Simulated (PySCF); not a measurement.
**Radial density of W (tungsten, neutral)**

UHF, [Xe] 4f14 5d6, high-spin 5D determinant (an excited configuration). Computed with PySCF 2.14 in aug-cc-pwCVTZ-PP with ECP60MDF, with a scalar-relativistic core potential. This is the valence pseudo-density: the core potential removes the inner electrons and smooths the orbitals near the nucleus.

| r (bohr) | 4πr²ρ (e/bohr) | 4πr²(ρα − ρβ) |
| --- | --- | --- |
| 0.241 | 0.0002765 | 0.0000 |
| 0.405 | 0.05176 | 0.0008 |
| 0.680 | 3.501 | 0.0991 |
| 1.14 | 10.92 | 1.6764 |
| 1.93 | 4.290 | 2.0345 |
| 3.24 | 0.9280 | 0.5579 |
| 5.45 | 0.1201 | 0.0094 |
| 9.16 | 0.008194 | -0.0064 |
| 15.4 | 0.0001044 | -0.0001 |

Energies and moments cover only the electrons outside the core potential. Spin-orbit coupling, absent here, splits the open shell strongly. ⟨S²⟩ = 6.08 against 6.00 shows spin contamination.

Q: Where is the radial spin density 4πr²(ρα − ρβ) most negative, and why is it negative at all?

A: Around r = 9.16 bohr, down to -0.0064 e/bohr: exchange with the open shell polarises the paired shells in an unrestricted calculation.
